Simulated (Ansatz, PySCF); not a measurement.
Tautomers of Oc1ccco1. All species are isolated molecules in the gas phase. One relaxed conformer stands for each flexible species; it need not be the lowest. Strings in code marks are SMILES.

Quantity: electronic energy of isomers of C4H4O2 relative to `O=C1CC=CO1`, in eV.

Level 1: frozen-core MP2/cc-pVTZ // CAM-B3LYP-D3(BJ)/def2-TZVP (Ansatz, an electronic-structure program)
Level 2: B3LYP/3-21G // CAM-B3LYP-D3(BJ)/def2-TZVP (PySCF)
Level 3: B3LYP/6-311+G** // CAM-B3LYP-D3(BJ)/def2-TZVP (PySCF)
Level 4: PBE/6-31G* // CAM-B3LYP-D3(BJ)/def2-TZVP (PySCF)

```tsv
species	level 2	level 3	level 4
`Oc1ccco1` (H–O–C–O torsion 180°)	0.72	0.51	0.67
```

### Question
What does level 1 give for each?

### Answer

- `Oc1ccco1` (H–O–C–O torsion 180°): 0.381
